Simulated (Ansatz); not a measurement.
Reactions of Cl₆GeH₂Si₂, SMILES `Cl[Si](Cl)(Cl)[GeH2][Si](Cl)(Cl)Cl`.

Calculated with Ansatz (gas phase, PBE0-D4/def2-TZVP geometries, no zero-point term in ΔE). CCSD(T)/CBS is the MP2 limit (def2-TZVPP, def2-QZVPP) plus CCSD(T) − MP2 in def2-TZVPP, frozen cores. This one scheme is used for every species. def2 core potentials past Kr. For Ge, Sn outer-core shells are correlated without core-valence functions, which leaves a few kJ/mol of doubt a bond. Scalar relativity is left out up to krypton. Each species was taken in one conformer, which may not be the lowest.

(1) Order these by ΔE at CCSD(T)/CBS, lowest first. (Best estimate.)
A. `Cl[Si](Cl)(Cl)[GeH2][Si](Cl)(Cl)Cl` + H₂O → `Cl[Si](Cl)(Cl)[GeH3]` + `O[Si](Cl)(Cl)Cl`
B. `Cl[Si](Cl)(Cl)[GeH2][Si](Cl)(Cl)Cl` + `Cl[Si](Cl)(Cl)[SnH2][Si](Cl)(Cl)Cl` → `Cl[Si](Cl)(Cl)[GeH3]` + `Cl[Si](Cl)(Cl)[SnH]([Si](Cl)(Cl)Cl)[Si](Cl)(Cl)Cl`
C. `Cl[Si](Cl)(Cl)[GeH2][Si](Cl)(Cl)Cl` + CH₃OH → `CO[Si](Cl)(Cl)Cl` + `Cl[Si](Cl)(Cl)[GeH3]`
D. `Cl[Si](Cl)(Cl)[GeH2][Si](Cl)(Cl)Cl` + H₂ → `Cl[Si](Cl)(Cl)[GeH3]` + `Cl[SiH](Cl)Cl`

Largest T1 diagnostic: 0.011, for `Cl[Si](Cl)(Cl)[SnH2][Si](Cl)(Cl)Cl`.

## Answers

(1) C (-90.2 kJ/mol), A (-79.9 kJ/mol), B (-17.0 kJ/mol), D (+4.0 kJ/mol).
